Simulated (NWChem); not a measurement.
Species: C2H9AlN cation, singlet

```xyz
13

Al     0.1735    -0.0012    -0.0047
C      0.7838    -1.8242    -0.0049
H      0.5176    -2.3431     0.9324
H      1.8798    -1.8738    -0.1029
H      0.3515    -2.4125    -0.8321
C      0.7933     1.8188    -0.0056
H      0.3419     2.4197    -0.8131
H      1.8865     1.8626    -0.1329
H      0.5574     2.3284     0.9450
N     -1.8552     0.0064     0.0072
H     -2.2477     0.0901    -0.9389
H     -2.2545     0.7922     0.5334
H     -2.2653    -0.8495     0.3979
```
Atoms are numbered in this order, from 1.

Program: NWChem. Pople sets run with spherical d functions. Low-valent species are run as closed-shell singlets; no triplet was tried in these runs. Coordinates come from a PBE0/def2-SVP optimisation. GIAO values for the isolated, static molecule; σ is the absolute isotropic shielding, δ = σ(reference) − σ with the isolated reference molecule computed at the same levels (13C: tetramethylsilane, 1H: tetramethylsilane, 15N: ammonia).

Problem. Predict the results for B3LYP/6-311G**. Quantities: σ Al1 (ppm); δ C2 (ppm); δ H3 (rotor mean) (ppm); δ C6 (ppm); δ H7 (rotor mean) (ppm); δ N10 (ppm); δ H11 (rotor mean) (ppm).

Solution. 
```
Quantity                  Result
------------------------  ------
σ Al1 (ppm)                280.9
δ C2 (ppm)                  -7.9
δ H3 (rotor mean) (ppm)     0.54
δ C6 (ppm)                  -8.0
δ H7 (rotor mean) (ppm)     0.53
δ N10 (ppm)                 39.9
δ H11 (rotor mean) (ppm)    2.66
```
